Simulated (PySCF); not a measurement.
PySCF input for Cl2FH5Si3, SMILES F[SiH2][SiH2][SiH](Cl)Cl, TDDFT-PBE0/def2-SVPD. The structure is a stationary point at B3LYP-D3(BJ)/def2-SVP. The structure was generated by enumeration, and PubChem lists no compound with its InChIKey, so it may never have been made. Other conformers were not sampled.

```python
import numpy as np
from pyscf import gto, scf, dft, tdscf

mol = gto.M(
    atom='''
    Si    2.46255942    0.09277060   -0.12005807
    F     3.80807717   -0.83511538   -0.13548359
    Si    0.55975015   -1.28291341    0.03436887
    Si   -1.24209618    0.11742775   -0.49598465
    Cl   -3.01220235   -0.53964842    0.36319949
    Cl   -0.73240171    1.98430026    0.29245813
    H     2.54052021    1.01006593    1.04695653
    H     2.42604261    0.87328254   -1.38754320
    H     0.61783735   -2.42955371   -0.91869078
    H     0.36500725   -1.78786173    1.42374114
    H    -1.48682013    0.30903452   -1.94785738
    ''',
    basis='def2-SVPD',
    charge=0,
    spin=0,
    max_memory=1600,
    verbose=4,
)
mf = dft.RKS(mol, xc='pbe0').density_fit(auxbasis='def2-universal-jkfit')
mf.grids.level = 3
mf.conv_tol = 1e-9
mf.max_cycle = 100
mf.kernel()
mf.grids = dft.Grids(mol).set(level=1).build(with_non0tab=True)  # coarser grid for the response kernel
td = tdscf.TDDFT(mf)
td.singlet = True
td.nstates = 10
td.conv_tol = 1e-4
td.positive_eig_threshold = 1e-6
td.kernel(x0=td.get_init_guess(mf, 15))
td.analyze()
tt = tdscf.TDA(mf)
tt.singlet = False
tt.nstates = 4
tt.conv_tol = 1e-4
tt.positive_eig_threshold = 1e-6
tt.kernel(x0=tt.get_init_guess(mf, 9))
tt.analyze(verbose=3)
```

Program output:

```
PySCF version 2.14.0

[INPUT] verbose = 4
[INPUT] num. atoms = 11
[INPUT] num. electrons = 90
[INPUT] charge = 0
[INPUT] spin (= nelec alpha-beta = 2S) = 0
[INPUT] symmetry False subgroup None
[INPUT] Mole.unit = angstrom
[INPUT] Symbol           X                Y                Z      unit          X                Y                Z       unit  Magmom
[INPUT]  1 Si     2.462559420000   0.092770600000  -0.120058070000 AA    4.653562869268   0.175311026412  -0.226876871344 Bohr   0.0
[INPUT]  2 F      3.808077170000  -0.835115380000  -0.135483590000 AA    7.196222912509  -1.578139350612  -0.256026879473 Bohr   0.0
[INPUT]  3 Si     0.559750150000  -1.282913410000   0.034368870000 AA    1.057774481684  -2.424354986432   0.064947751511 Bohr   0.0
[INPUT]  4 Si    -1.242096180000   0.117427750000  -0.495984650000 AA   -2.347221600568   0.221906286924  -0.937275150488 Bohr   0.0
[INPUT]  5 Cl    -3.012202350000  -0.539648420000   0.363199490000 AA   -5.692237473271  -1.019787717354   0.686347564682 Bohr   0.0
[INPUT]  6 Cl    -0.732401710000   1.984300260000   0.292458130000 AA   -1.384038645063   3.749784040303   0.552665768602 Bohr   0.0
[INPUT]  7 H      2.540520210000   1.010065930000   1.046956530000 AA    4.800887410823   1.908747975454   1.978461106025 Bohr   0.0
[INPUT]  8 H      2.426042610000   0.873282540000  -1.387543200000 AA    4.584556099425   1.650264829965  -2.622076634003 Bohr   0.0
[INPUT]  9 H      0.617837350000  -2.429553710000  -0.918690780000 AA    1.167543381027  -4.591191116821  -1.736073967363 Bohr   0.0
[INPUT] 10 H      0.365007250000  -1.787861730000   1.423741140000 AA    0.689763735981  -3.378569018291   2.690480826876 Bohr   0.0
[INPUT] 11 H     -1.486820130000   0.309034520000  -1.947857380000 AA   -2.809682842190   0.583990605836  -3.680916977913 Bohr   0.0

nuclear repulsion = 587.632766013129
number of shells = 81
number of NR pGTOs = 299
number of NR cGTOs = 189
basis = def2-SVPD
ecp = {}


[settings echo left out]
init E= -1890.61222082087
  HOMO = -0.292460002729755  LUMO = -0.0775131400986906  gap/eV = 5.84900
cycle= 1 E= -1890.43485995085  delta_E= 0.177  |g|= 0.556  |ddm|= 3.99
  HOMO = -0.301427725232434  LUMO = -0.0715742318199144  gap/eV = 6.25463
cycle= 2 E= -1890.33934480999  delta_E= 0.0955  |g|= 0.913  |ddm|= 1.62
  HOMO = -0.304512082526155  LUMO = -0.0508099042921062  gap/eV = 6.90359
cycle= 3 E= -1890.50191488307  delta_E= -0.163  |g|= 0.0606  |ddm|= 0.926
  HOMO = -0.303277349136234  LUMO = -0.0474067410267591  gap/eV = 6.96259
cycle= 4 E= -1890.50254011174  delta_E= -0.000625  |g|= 0.0293  |ddm|= 0.127
  HOMO = -0.304781502555126  LUMO = -0.0487129234551569  gap/eV = 6.96798
cycle= 5 E= -1890.50275542378  delta_E= -0.000215  |g|= 0.00611  |ddm|= 0.0476
  HOMO = -0.304437602973114  LUMO = -0.048391208460846  gap/eV = 6.96738
cycle= 6 E= -1890.50276719831  delta_E= -1.18e-05  |g|= 0.00113  |ddm|= 0.0129
  HOMO = -0.30451519877743  LUMO = -0.0484250852395052  gap/eV = 6.96857
cycle= 7 E= -1890.50276763841  delta_E= -4.4e-07  |g|= 0.000235  |ddm|= 0.00281
  HOMO = -0.304509670325844  LUMO = -0.0484203919764021  gap/eV = 6.96854
cycle= 8 E= -1890.502767658  delta_E= -1.96e-08  |g|= 6.17e-05  |ddm|= 0.000637
  HOMO = -0.304507237600612  LUMO = -0.0484181642674884  gap/eV = 6.96854
cycle= 9 E= -1890.50276765925  delta_E= -1.25e-09  |g|= 1.19e-05  |ddm|= 0.000129
  HOMO = -0.304508450538564  LUMO = -0.0484190899728714  gap/eV = 6.96855
cycle= 10 E= -1890.50276765929  delta_E= -4.05e-11  |g|= 2.48e-06  |ddm|= 2.32e-05
  HOMO = -0.304508476881247  LUMO = -0.0484189856849269  gap/eV = 6.96855
Extra cycle  E= -1890.50276765931  delta_E= -1.82e-11  |g|= 2.17e-06  |ddm|= 8.51e-06
converged SCF energy = -1890.50276765931
tot grids = 49528
Overwritten attributes  positive_eig_threshold  of <class 'pyscf.tdscf.rks.TDDFT'>


******** <class 'pyscf.tdscf.rks.TDDFT'> for <class 'pyscf.df.df_jk.DFRKS'> ********
nstates = 10 singlet
deg_eia_thresh = 1.000e-03
wfnsym = None
conv_tol = 0.0001
eigh lindep = 1e-12
eigh level_shift = 0
eigh max_cycle = 100


Excitation energies (eV)
[5.88055185 6.00764736 6.45683917 6.47008403 6.80252936 7.10599809
 7.1634614  7.20902863 7.25010684 7.30652004]

** Singlet excitation energies and oscillator strengths **
Excited State   1:      5.88055 eV    210.84 nm  f=0.0867
      44 -> 48       -0.11665
      45 -> 46        0.67220
      45 -> 47       -0.13186
Excited State   2:      6.00765 eV    206.38 nm  f=0.0044
      45 -> 46       -0.12124
      45 -> 47       -0.68238
Excited State   3:      6.45684 eV    192.02 nm  f=0.0210
      44 -> 46        0.61155
      45 -> 48       -0.31076
Excited State   4:      6.47008 eV    191.63 nm  f=0.0219
      44 -> 46        0.32380
      45 -> 48        0.61255
Excited State   5:      6.80253 eV    182.26 nm  f=0.0091
      44 -> 47        0.67767
Excited State   6:      7.10600 eV    174.48 nm  f=0.0176
      42 -> 46       -0.14752
      43 -> 46       -0.63103
      43 -> 47        0.10247
      44 -> 48        0.12622
      45 -> 50        0.12177
Excited State   7:      7.16346 eV    173.08 nm  f=0.0997
      43 -> 46        0.13436
      44 -> 48        0.62562
      45 -> 46        0.10120
      45 -> 49        0.13541
Excited State   8:      7.20903 eV    171.98 nm  f=0.0012
      40 -> 46        0.14012
      40 -> 47        0.10279
      41 -> 46       -0.49163
      42 -> 46        0.21647
      45 -> 49        0.35540
      45 -> 50        0.10590
Excited State   9:      7.25011 eV    171.01 nm  f=0.0024
      41 -> 46       -0.21047
      42 -> 46       -0.41487
      43 -> 46        0.16850
      43 -> 47        0.43537
      43 -> 48        0.10087
      44 -> 48        0.11123
Excited State  10:      7.30652 eV    169.69 nm  f=0.0138
      41 -> 46        0.18344
      42 -> 47       -0.15847
      43 -> 47        0.11718
      45 -> 49        0.34814
      45 -> 50       -0.50674
      45 -> 51       -0.14171

** Transition electric dipole moments (AU) **
state          X           Y           Z        Dip. S.      Osc.
  1        -0.7640      0.1239     -0.0510      0.6016      0.0867
  2         0.1382      0.0895      0.0511      0.0297      0.0044
  3        -0.0274      0.3619     -0.0307      0.1327      0.0210
  4         0.0052     -0.3700      0.0338      0.1381      0.0219
  5        -0.1607      0.0274      0.1675      0.0546      0.0091
  6        -0.2477      0.1540      0.1270      0.1012      0.0176
  7        -0.7316     -0.1196     -0.1368      0.5682      0.0997
  8         0.0123      0.0145     -0.0788      0.0066      0.0012
  9        -0.1058     -0.0261     -0.0429      0.0137      0.0024
 10         0.1831     -0.0364      0.2055      0.0771      0.0138

** Transition velocity dipole moments (imaginary part, AU) **
state          X           Y           Z        Dip. S.      Osc.
  1        -0.1668      0.0293     -0.0108      0.0288      0.0889
  2         0.0319      0.0170      0.0146      0.0015      0.0046
  3        -0.0032      0.0916     -0.0076      0.0085      0.0238
  4         0.0018     -0.0944      0.0074      0.0090      0.0252
  5        -0.0390      0.0062      0.0449      0.0036      0.0095
  6        -0.0633      0.0379      0.0318      0.0065      0.0165
  7        -0.1978     -0.0320     -0.0358      0.0414      0.1049
  8         0.0035      0.0024     -0.0237      0.0006      0.0015
  9        -0.0324     -0.0071     -0.0117      0.0012      0.0031
 10         0.0518     -0.0104      0.0620      0.0066      0.0165

** Transition magnetic dipole moments (imaginary part, AU) **
state          X           Y           Z
  1        -0.0669      0.0639      0.9743
  2         0.4923      0.2170     -0.4745
  3         0.2898     -0.0911     -0.2649
  4         0.0029      0.0349      0.0255
  5         0.3769      0.5316      0.1566
  6         0.0230     -0.2080     -0.0130
  7        -0.2020     -0.1196      1.0732
  8         0.5153      0.8612     -0.2010
  9         0.3253     -0.3976      0.8452
 10         0.3757      0.5428      0.3592
Overwritten attributes  positive_eig_threshold  of <class 'pyscf.tdscf.rks.TDA'>


******** <class 'pyscf.tdscf.rks.TDA'> for <class 'pyscf.df.df_jk.DFRKS'> ********
nstates = 4 triplet
deg_eia_thresh = 1.000e-03
wfnsym = None
conv_tol = 0.0001
eigh lindep = 1e-12
eigh level_shift = 0
eigh max_cycle = 100


Excitation energies (eV)
[5.08118666 5.45608307 5.73105135 5.99811982]

** Triplet excitation energies and oscillator strengths **
Excited State   1:      5.08119 eV    244.01 nm  f=0.0000
Excited State   2:      5.45608 eV    227.24 nm  f=0.0000
Excited State   3:      5.73105 eV    216.34 nm  f=0.0000
Excited State   4:      5.99812 eV    206.71 nm  f=0.0000
```

The run converged.

Cost: very roughly 9 core-minutes.
